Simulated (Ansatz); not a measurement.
Cost and result for the atomization energy of CH₃AlF₂ (`[CH3][Al]([F])[F]`) (7 atoms, 6 bonds).

```json
{"atom": "C1", "x (Å)": "-0.392", "y (Å)": "-0.277", "z (Å)": "-0.769"}
{"atom": "Al2", "x (Å)": "0.427", "y (Å)": "0.315", "z (Å)": "0.871"}
{"atom": "F3", "x (Å)": "2.060", "y (Å)": "0.334", "z (Å)": "1.057"}
{"atom": "F4", "x (Å)": "-0.454", "y (Å)": "0.827", "z (Å)": "2.161"}
{"atom": "H5", "x (Å)": "-1.481", "y (Å)": "-0.222", "z (Å)": "-0.720"}
{"atom": "H6", "x (Å)": "-0.053", "y (Å)": "0.333", "z (Å)": "-1.610"}
{"atom": "H7", "x (Å)": "-0.108", "y (Å)": "-1.309", "z (Å)": "-0.991"}
```

Total charge 0; spin multiplicity 1. All single points use the PBE0-D4/def2-TZVP geometry. Program: Ansatz. All runs use 2 threads of a server CPU on a shared host. Times are those of one run each, without the atoms' runs, and a repeat can differ threefold. Electronic energies, without spin–orbit coupling; frozen cores. CCSD(T)/CBS adds CCSD(T) − MP2 in def2-TZVPP to the MP2 limit, and its time is that of the two runs behind it. T1 = 0.012. HSE06 is the plane-wave form, built on full-range PBE exchange.

CCSD(T)/CBS is a level of theory with its own doubt, some kJ/mol a heavy atom from the limit and from the frozen cores, so smaller differences don't rank the functionals.

```tsv
level	functions	wall time	atomization (kJ/mol)	difference from CCSD(T)/CBS	per bond
LDA (SPW92)/def2-TZVPP	177	0.85 s	3119.0	326.1	54.3
revPBE-D4/def2-TZVPP	177	1.4 s	2728.1	-64.8	-10.8
BLYP-D4/def2-TZVPP	177	1.4 s	2762.6	-30.3	-5.1
HSE06-D4/def2-TZVPP	177	2 s	2747.8	-45.1	-7.5
CCSD(T)/def2-SVP	75	2 s	2631.1	-161.8	-27.0
B2PLYP/def2-TZVPP	177	3.2 s	2754.9	-38.0	-6.3
r2SCANh-D4/def2-TZVPP	177	3.3 s	2762.9	-30.0	-5.0
B97M-V/def2-TZVPP	177	5.5 s	2780.8	-12.1	-2.0
ωB97X-V/def2-TZVPP	177	5.5 s	2773.2	-19.7	-3.3
ωB97M-V/def2-TZVPP (with forces)	177	7 s	2777.6	-15.3	-2.6
MP2/def2-QZVPP	331	9 s	2844.9	52.0	8.7
CCSD(T)/def2-TZVPP	177	32 s	2719.6	-73.3	-12.2
CCSD(T)/CBS(def2)	–	41 s	2792.9	0.0	0.0
```

At CCSD(T), def2-SVP lies −161.8 kJ/mol from the extrapolated value and def2-TZVPP −73.4 kJ/mol: correlation converges slowly with the basis, and small sets miss more of it in the bonded molecule than in its fragments. From BLYP to BHLYP (50 % exact exchange), in def2-TZVPP and without D4, the atomization energy moves by −72.4 kJ/mol: exact exchange takes away binding that semilocal exchange gives to molecules. Leaving LDA and LC-ωPBE aside and taking each functional with its dispersion term where it has one, the values, not all of them listed here, spread over 118.1 kJ/mol, from BHLYP-D4 to PBE-D4. LDA lies +329.0 kJ/mol from PBE without D4, its usual overbinding.
